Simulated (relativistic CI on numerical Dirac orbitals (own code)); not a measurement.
## Mo⁶⁺: M2,3 absorption edge

Computed with this model: Dirac-Coulomb-Breit CI, KLI orbitals optimised for each configuration, model QED (radiative potential, 1s self-energy scaled to tabulated hydrogen-like ionisation energies), valence Slater integrals scaled by 0.8, multiplet model of core-to-valence dipole absorption; configurations [Ar] 3d10 4s2 4p6 → [Ne] 3s2 3p5 3d10 4s2 4p6 4d; 10 K; Lorentzian 1.2 eV and Gaussian 0.4 eV FWHM. Energies are those of the free ion, without screening or charge transfer. The branching ratio is the share of the lower-energy edge in the whole absorption, uncertain by about 0.02 where the edges overlap. S is read from ⟨S²⟩ = S(S + 1).

Field parameters in Wybourne normalisation: D3d B²₀ = −7Dσ, B⁴₀ = −14Dq − 21Dτ, B⁴₃ = −14√(10/7) Dq. The field is a parameter set, without covalency.

Computed curve for D3d, 10Dq = 25950, Dσ = -1200, Dτ = 150 cm⁻¹, scaled to 100 at the maximum (points under 2 are left out and the grid is thinned):

| Energy (eV) | Intensity |
| --- | --- |
| 401.75 | 2.1 |
| 402.50 | 2.7 |
| 403.00 | 3.3 |
| 403.75 | 4.7 |
| 404.50 | 7.2 |
| 405.00 | 10.5 |
| 405.75 | 22.1 |
| 406.50 | 56.7 |
| 407.00 | 87.1 |
| 407.75 | 93.1 |
| 408.50 | 43.0 |
| 409.00 | 33.2 |
| 409.75 | 51.9 |
| 410.50 | 100.0 |
| 411.00 | 81.2 |
| 411.75 | 28.0 |
| 412.50 | 12.4 |
| 413.00 | 8.4 |
| 413.75 | 5.3 |
| 414.50 | 3.8 |
| 415.00 | 3.2 |
| 415.75 | 2.5 |
| 416.50 | 2.1 |
| 420.75 | 2.1 |
| 421.50 | 2.6 |
| 422.25 | 3.6 |
| 422.75 | 5.0 |
| 423.50 | 9.6 |
| 424.25 | 25.9 |
| 424.75 | 48.9 |
| 425.50 | 39.4 |
| 426.25 | 15.6 |
| 426.75 | 11.9 |
| 427.50 | 17.1 |
| 428.25 | 37.5 |
| 428.75 | 28.5 |
| 429.50 | 9.8 |
| 430.25 | 4.5 |
| 430.75 | 3.1 |
| 431.50 | 2.0 |

The ground state has S = 0.00, and the centroid lies at 413.88 eV.
